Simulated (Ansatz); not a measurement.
H2BeClN (SMILES [NH2][Be][Cl]), singlet, at a GFN2-xTB geometry (such geometries of metal compounds can be far from the true shape); R2SCAN/cc-pV(D+d)Z (Ansatz, a quantum-chemistry and plane-wave program).

Input for Ansatz:
Ansatz 0.2 input:
```yaml
crystal:
  periodic: [false, false, false]
  atoms:
    - {symbol: Be, position_ang: [-0.26473718, -0.28052143, 0.33857444]}
    - {symbol: Cl, position_ang: [0.65098546, 0.68979872, -0.83255035]}
    - {symbol: N, position_ang: [-1.04236877, -1.10451722, 1.33309351]}
    - {symbol: H, position_ang: [-1.29331053, -2.07581511, 1.25266673]}
    - {symbol: H, position_ang: [-1.41791213, -0.79705694, 2.21473698]}
basis:
  gaussian:
    orbitals: cc-pV_D+d_Z.json
hamiltonian:
  xc: r2scan
```
The basis file holds cc-pV(D+d)Z in the JSON format of the Basis Set Exchange.

### Question
What does Ansatz print? Leave out banner, timings and long lists.

### Answer

```
Functional definition: r2SCAN
737 factors; their error is unknown
mean field evaluation 1: about -14440.6962 eV, gradient 6.0e1 eV
mean field evaluation 2: about -14420.0247 eV, gradient 1.0e2 eV
mean field evaluation 4: about -14447.8316 eV, gradient 4.9e0 eV
mean field evaluation 8: about -14447.8705 eV, gradient 1.3e-1 eV
mean field -14447.87051226 eV, -530.9494482072 hartree, gradient 1.8e-5 eV, S^2 0.000000; 0 other end points of the search recorded, 0 dependent functions left out
reference -14447.87052325 eV, -530.9494486109 hartree; 15, 15 occupied and 46, 46 virtual orbitals, 737 factors
Total energy: -14447.87052325 eV, -530.9494486109 hartree
```
